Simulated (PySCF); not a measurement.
B(Cl)(OMe)(SH) (CH4BClOS), SMILES COB(S)Cl. Geometry: r2SCAN-D4/def2-SVP. One conformer was computed; it need not be the lowest.

Computed equilibrium geometry at r2SCAN-D4/def2-SVP (PySCF confirms it by a frequency run) as Cartesian coordinates in Å, and its point group (one conformer of several):
point group Cs.
```xyz
9

B     -0.1367     0.1402     0.0000
Cl    -0.5243     1.8701     0.0000
O     -1.1634    -0.7262     0.0000
C     -0.9766    -2.1324     0.0000
H     -0.4227    -2.4566     0.8969
H     -1.9683    -2.6037     0.0000
H     -0.4227    -2.4566    -0.8969
S      1.5894    -0.4470     0.0000
H      2.1471     0.7810     0.0000
```
